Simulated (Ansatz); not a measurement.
System: hydrogen telluride, H₂Te, net charge 0, singlet state. 
Geometry from a B3LYP-D3(BJ)/def2-TZVP (Ansatz, a program for electronic structure) optimisation:
```xyz
3

Te    -0.0007     0.0433     0.0023
H     -1.1604    -1.1450    -0.0483
H      1.1973    -1.1053    -0.0693
```

Basis-set convergence of Hartree-Fock and CCSD(T) correlation energies (hartree) with Ansatz. Valence correlation only, unless marked. Spin-orbit coupling is left out. Frozen are the shells of the preceding noble gas and the d and f shells that filled before the atom's block. Past Kr the def2 sets carry scalar-relativistic core potentials.

```tsv
basis	functions	E(HF)	E(corr, CCSD(T))
def2-SVP	36	-268.14017	-0.13537
def2-TZVPP	78	-268.15339	-0.17731
def2-QZVPP	142	-268.15549	-0.19189
```

Extrapolating the two largest sets (X = 3 and 4) as X^-3: E(corr) = (64·(-0.19189) - 27·(-0.17731))/37 = -0.2025 Eh, an estimate of the basis-set limit. The largest set recovers 94.7 % of it, the smallest 66.8 %.
